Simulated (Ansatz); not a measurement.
Species: sum formula SiCl3F, charge 0, multiplicity 1. 
Coordinates optimised at B3LYP-D3(BJ)/def2-TZVP (Ansatz, an electronic-structure program):
```xyz
5

F     -0.0314     0.1450     1.8211
Si    -0.0042     0.0195     0.2456
Cl     1.8899    -0.4127    -0.3259
Cl    -0.6010     1.7864    -0.5439
Cl    -1.2687    -1.4665    -0.2965
```

Dipole moments at this geometry, in debye (magnitudes).

| level | program | dipole (D) |
|---|---|---|
| BLYP/def2-TZVPD | Ansatz | 0.52 |
| B97M-V/def2-TZVPD | Ansatz | ___ |
| B3LYP/def2-TZVPD | Ansatz | 0.55 |
| CAM-B3LYP/def2-TZVPD | Ansatz | 0.55 |
| wB97X-V/def2-TZVPD | Ansatz | 0.52 |
| CCSD(T)/aug-cc-pV(D+d)Z | Ansatz | ___ |

Some entries are withheld; supply them.


- B97M-V/def2-TZVPD, dipole (D): 0.52
- CCSD(T)/aug-cc-pV(D+d)Z, dipole (D): 0.55
